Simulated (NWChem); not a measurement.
System: CH₄Al cation; SMILES [CH3][AlH+]

Here is an NWChem input.

```
start job
memory heap 200 mb stack 700 mb global 900 mb
charge 1
geometry units angstroms noautoz
  Al     0.000000     0.000000    -0.708169
  C      0.000000     0.000000     1.190690
  H      0.270706    -0.991562     1.566558
  H     -0.994071     0.261343     1.566558
  H      0.723365     0.730219     1.566558
  H      0.000000     0.000000    -2.266369
end
basis spherical
  * library def2-tzvp
end
dft
  xc pbe0
  iterations 150
  mulliken
end
task dft energy
```

Output (shortened):

```
             Northwest Computational Chemistry Package (NWChem) 7.3.0
             --------------------------------------------------------

 C3V symmetry detected

                             Geometry "geometry" -> ""
                             -------------------------

 Output coordinates in angstroms (scale by  1.889725989 to convert to a.u.)

  No.       Tag          Charge          X              Y              Z
 ---- ---------------- ---------- -------------- -------------- --------------
    1 Al                  13.0000    -0.00000000     0.00000000    -0.72431022
    2 C                    6.0000    -0.00000000     0.00000000     1.17454878
    3 H                    1.0000     0.72680017     0.72680017     1.55041678
    4 H                    1.0000     0.26602733    -0.99282750     1.55041678
    5 H                    1.0000    -0.99282750     0.26602733     1.55041678
    6 H                    1.0000    -0.00000000     0.00000000    -2.28251022

 Effective nuclear repulsion energy (a.u.)      45.3335346934

      Symmetry information
      --------------------

 Group name             C3v
 Group number             17
 Group order               6
 No. of unique centers     4

                                 NWChem DFT Module
                                 -----------------

 Summary of "ao basis" -> "ao basis" (spherical)
 ------------------------------------------------------------------------------
       Tag                 Description            Shells   Functions and Types
 ---------------- ------------------------------  ------  ---------------------
 Al                        def2-tzvp                13       37   5s5p2d1f
 C                         def2-tzvp                11       31   5s3p2d1f
 H                         def2-tzvp                 4        6   3s1p

      Symmetry analysis of basis
      --------------------------

        a1         35
        a2          3
        e          54

  Rotation of axis

            General Information
            -------------------
          SCF calculation type: DFT
          Wavefunction type:  closed shell.
          No. of atoms     :     6
          No. of electrons :    22
           Alpha electrons :    11
            Beta electrons :    11
          Charge           :     1
          Spin multiplicity:     1
          Use of symmetry is: on ; symmetry adaption is: on
          Maximum number of iterations: 150
          AO basis - number of functions:    92
                     number of shells:    40
          Convergence on energy requested:  1.00D-06
          Convergence on density requested:  1.00D-05
          Convergence on gradient requested:  5.00D-04

              XC Information
              --------------
                         PBE0 Method XC Functional
                     Hartree-Fock (Exact) Exchange  0.250
          PerdewBurkeErnzerhof Exchange Functional  0.750
            Perdew 1991 LDA Correlation Functional  1.000 local
           PerdewBurkeErnz. Correlation Functional  1.000 non-local

             Grid Information
             ----------------
          Grid used for XC integration:  medium
          Radial quadrature: Mura-Knowles
          Angular quadrature: Lebedev.
          Tag              B.-S. Rad. Rad. Pts. Rad. Cut. Ang. Pts.
          ---              ---------- --------- --------- ---------
          Al                  1.25       88           9.0       590
          C                   0.70       49          10.0       434
          H                   0.35       45          11.0       434
          Grid pruning is: on
          Number of quadrature shells:   227
          Spatial weights used:  Erf1

      Superposition of Atomic Density Guess
      -------------------------------------

 Sum of atomic energies:        -281.54538888

 Renormalizing density from      23.00 to     22

      Non-variational initial energy
      ------------------------------

 Total energy =    -274.307662
 1-e energy   =    -457.709833
 2-e energy   =     138.068637
 HOMO         =      -0.704676
 LUMO         =      -0.327871

      Symmetry analysis of molecular orbitals - initial
      -------------------------------------------------

  Numbering of irreducible representations:

     1 a1          2 a2          3 e

  Orbital symmetries:

     1 a1          2 a1          3 a1          4 a1          5 e
     6 e           7 a1          8 a1          9 e          10 e
    11 a1         12 a1         13 e          14 e          15 a1
    16 e          17 e          18 a1         19 e          20 e
    21 e

     ---------------------------------------------
      Total Density - Mulliken Population Analysis
     ---------------------------------------------

    Atom       Charge   Shell Charges
 -----------   ------   -------------------------------------------------------
    1 Al  13    12.24   2.00  0.71  1.27  1.13  0.30  3.08  2.24  0.70  0.61  0.05  0.05  0.03  0.04
    2 C    6     6.94   0.86  1.12  0.64  0.65  0.07  1.59  1.62  0.39  0.01  0.00  0.00
    3 H    1     0.69   0.22  0.38  0.07  0.03
    4 H    1     0.69   0.22  0.38  0.07  0.03
    5 H    1     0.69   0.22  0.38  0.07  0.03
    6 H    1     0.74   0.18  0.39  0.17  0.01

   convergence    iter        energy       DeltaE   RMS-Dens  Diis-err
 ---------------- ----- ----------------- --------- --------- ---------
 d= 0,ls=0.0,diis     1   -282.3510728055 -3.28D+02  1.08D-02  2.81D+00
 d= 0,ls=0.0,diis     2   -282.3488691857  2.20D-03  7.19D-03  1.40D+00
 d= 0,ls=0.0,diis     3   -282.4777886160 -1.29D-01  1.99D-03  1.49D-01
 d= 0,ls=0.0,diis     4   -282.4967938541 -1.90D-02  2.37D-04  7.04D-04
 d= 0,ls=0.0,diis     5   -282.4968447257 -5.09D-05  4.79D-05  1.74D-05
  Resetting Diis
 d= 0,ls=0.0,diis     6   -282.4968476696 -2.94D-06  1.33D-05  1.43D-06
 d= 0,ls=0.0,diis     7   -282.4968479273 -2.58D-07  2.92D-06  3.39D-08

         Total DFT energy =     -282.496847927312
      One electron energy =     -474.777258285159
           Coulomb energy =      172.091163675180
    Exchange-Corr. energy =      -25.144288010695
 Nuclear repulsion energy =       45.333534693362

 Numeric. integr. density =       21.999994050281

                  Occupations of the irreducible representations
                  ----------------------------------------------

                     irrep           alpha         beta
                     --------     --------     --------
                     a1                7.0          7.0
                     a2                0.0          0.0
                     e                 4.0          4.0

                       DFT Final Molecular Orbital Analysis
                       ------------------------------------

 Vector    9  Occ=2.000000D+00  E=-6.274638D-01  Symmetry=e
              MO Center=  2.1D-01,  6.6D-02,  1.3D+00, r^2= 1.3D+00
   Bfn.  Coefficient  Atom+Function         Bfn.  Coefficient  Atom+Function
  ----- ------------  ---------------      ----- ------------  ---------------
    44      0.276026  2 C  py                70      0.231857  3 H  s
    47      0.219267  2 C  py                43      0.167335  2 C  px
    76     -0.165154  4 H  s                 69      0.159388  3 H  s
    46      0.132926  2 C  px                75     -0.113533  4 H  s
    50      0.099227  2 C  py                82     -0.066704  5 H  s

 Vector   10  Occ=2.000000D+00  E=-6.274638D-01  Symmetry=e
              MO Center= -2.1D-01, -6.6D-02,  1.3D+00, r^2= 1.3D+00
   Bfn.  Coefficient  Atom+Function         Bfn.  Coefficient  Atom+Function
  ----- ------------  ---------------      ----- ------------  ---------------
    43      0.276026  2 C  px                82     -0.229214  5 H  s
    46      0.219267  2 C  px                76      0.172374  4 H  s
    44     -0.167335  2 C  py                81     -0.157571  5 H  s
    47     -0.132926  2 C  py                75      0.118497  4 H  s
    49      0.099227  2 C  px                15      0.062934  1 Al px

 Vector   11  Occ=2.000000D+00  E=-5.486824D-01  Symmetry=a1
              MO Center=  4.0D-16, -3.3D-16, -5.9D-02, r^2= 3.0D+00
   Bfn.  Coefficient  Atom+Function         Bfn.  Coefficient  Atom+Function
  ----- ------------  ---------------      ----- ------------  ---------------
    17      0.398093  1 Al pz                45     -0.283971  2 C  pz
    48     -0.214584  2 C  pz                88     -0.163064  6 H  s
    51     -0.136156  2 C  pz                89     -0.132542  6 H  s
     4      0.130900  1 Al s                 87     -0.116418  6 H  s
     8     -0.101884  1 Al pz                11     -0.085748  1 Al pz

 Vector   12  Occ=0.000000D+00  E=-2.670966D-01  Symmetry=e
              MO Center=  4.0D-03,  8.0D-03, -8.0D-01, r^2= 3.4D+00
   Bfn.  Coefficient  Atom+Function         Bfn.  Coefficient  Atom+Function
  ----- ------------  ---------------      ----- ------------  ---------------
    16      0.473559  1 Al py                19      0.431007  1 Al py
    15     -0.341339  1 Al px                18     -0.310668  1 Al px
    77      0.182245  4 H  s                 83     -0.151025  5 H  s
     7     -0.099980  1 Al py                10     -0.083947  1 Al py
     6      0.072065  1 Al px                76      0.065761  4 H  s

 Vector   13  Occ=0.000000D+00  E=-2.670966D-01  Symmetry=e
              MO Center= -4.0D-03, -8.0D-03, -8.0D-01, r^2= 3.4D+00
   Bfn.  Coefficient  Atom+Function         Bfn.  Coefficient  Atom+Function
  ----- ------------  ---------------      ----- ------------  ---------------
    15      0.473559  1 Al px                18      0.431007  1 Al px
    16      0.341339  1 Al py                19      0.310668  1 Al py
    71     -0.192413  3 H  s                 83      0.123244  5 H  s
     6     -0.099980  1 Al px                 9     -0.083947  1 Al px
     7     -0.072065  1 Al py                70     -0.069430  3 H  s

 Vector   14  Occ=0.000000D+00  E=-2.466901D-01  Symmetry=a1
              MO Center=  4.2D-14, -1.9D-14, -6.4D-01, r^2= 3.8D+00
   Bfn.  Coefficient  Atom+Function         Bfn.  Coefficient  Atom+Function
  ----- ------------  ---------------      ----- ------------  ---------------
     5      1.037286  1 Al s                 42     -0.587135  2 C  s
     4      0.430286  1 Al s                 89     -0.425410  6 H  s
    88     -0.258362  6 H  s                 51      0.247832  2 C  pz
     3     -0.202308  1 Al s                 20      0.191337  1 Al pz
    45      0.187974  2 C  pz                23     -0.179563  1 Al d  0

     ---------------------------------------------
      Total Density - Mulliken Population Analysis
     ---------------------------------------------

    Atom       Charge   Shell Charges
 -----------   ------   -------------------------------------------------------
    1 Al  13    12.27   2.00  0.64  1.33  1.01  0.25  2.93  2.22  0.86  0.79  0.06  0.06  0.06  0.04
    2 C    6     6.47   0.85  1.12  0.50  0.66  0.09  1.31  1.40  0.52  0.01  0.01  0.00
    3 H    1     0.79   0.26  0.45  0.06  0.02
    4 H    1     0.79   0.26  0.45  0.06  0.02
    5 H    1     0.79   0.26  0.45  0.06  0.02
    6 H    1     0.89   0.22  0.46  0.20  0.01

     -------------------------------------------
      Total Density - Lowdin Population Analysis
     -------------------------------------------

    Atom       Charge   Shell Charges
 -----------   ------   -------------------------------------------------------
    1 Al  13    12.06   2.00  0.86  1.09  0.59  0.29  2.74  2.27  0.98  0.62  0.23  0.06  0.21  0.12
    2 C    6     6.44   0.91  1.04  0.37  0.38  0.20  1.14  1.51  0.77  0.01  0.10  0.01
    3 H    1     0.82   0.24  0.37  0.14  0.07
    4 H    1     0.82   0.24  0.37  0.14  0.07
    5 H    1     0.82   0.24  0.37  0.14  0.07
    6 H    1     1.04   0.23  0.47  0.33  0.02

     Multipole analysis of the density
     ---------------------------------

     L   x y z        total         alpha         beta         nuclear
     -   - - -        -----         -----         ----         -------
     0   0 0 0      1.000000    -11.000000    -11.000000     23.000000

     1   1 0 0     -0.000000     -0.000000     -0.000000     -0.000000
     1   0 1 0      0.000000      0.000000      0.000000      0.000000
     1   0 0 1     -0.658768     -0.329384     -0.329384      0.000000

     2   2 0 0    -10.450302     -8.054712     -8.054712      5.659121
     2   1 1 0     -0.000000     -0.000000     -0.000000     -0.000000
     2   1 0 1      0.000000      0.000000      0.000000     -0.000000
     2   0 2 0    -10.450302     -8.054712     -8.054712      5.659121
     2   0 1 1      0.000000      0.000000      0.000000      0.000000
     2   0 0 2     -9.624951    -53.948084    -53.948084     98.271217
```

Level: PBE0/def2-TZVP. Geometry: optimised at PBE0-D3(BJ)/def2-TZVP.
